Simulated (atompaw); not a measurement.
## u(r) = r·R(r): atom against pseudo-atom (Eu (Z = 63))

Columns: radius, all-electron u(r) and pseudo u(r) of the 6s shell (level -9.15 eV) of europium in the configuration [Kr] 4d10 4f6 5s2 5p6 5d1 6s1 6p0; PBE, scalar-relativistic, PAW (atompaw) scheme, atompaw 4.2.0.5.

| r (bohr) | all-electron | pseudo |
| --- | --- | --- |
| 0.110 | -0.0068 | -0.0582 |
| 0.219 | -0.1035 | -0.1131 |
| 0.329 | 0.0883 | -0.1633 |
| 0.438 | 0.1824 | -0.2055 |
| 0.548 | 0.1232 | -0.2385 |
| 0.658 | -0.0087 | -0.2603 |
| 0.767 | -0.1395 | -0.2698 |
| 0.877 | -0.2356 | -0.2667 |
| 0.987 | -0.2857 | -0.2508 |
| 1.096 | -0.2930 | -0.2229 |
| 1.206 | -0.2659 | -0.1836 |
| 1.315 | -0.2142 | -0.1350 |
| 1.425 | -0.1455 | -0.0781 |
| 1.535 | -0.0675 | -0.0153 |
| 1.644 | 0.0134 | 0.0508 |
| 1.754 | 0.0946 | 0.1190 |
| 1.863 | 0.1716 | 0.1862 |
| 1.973 | 0.2440 | 0.2517 |
| 2.083 | 0.3099 | 0.3133 |
| 2.192 | 0.3682 | 0.3693 |
| 2.302 | 0.4196 | 0.4197 |
| 2.412 | 0.4638 | 0.4637 |
| 2.521 | 0.5006 | 0.5005 |
| 2.631 | 0.5312 | 0.5311 |
| 2.740 | 0.5554 | 0.5554 |
| 2.850 | 0.5741 | 0.5741 |

Question: How many radial nodes do the two functions have?

Answer: The all-electron 6s function has n − l − 1 = 5 (the table is too coarse to show those close to the nucleus); the pseudo-wave has 1, since 1 lower shell of the same l stays in the valence.

Question: Is the pseudo-wave norm-conserving?

Answer: No, it belongs to a PAW set: the norm inside the radius is not constrained, and the difference is carried by the augmentation charge.
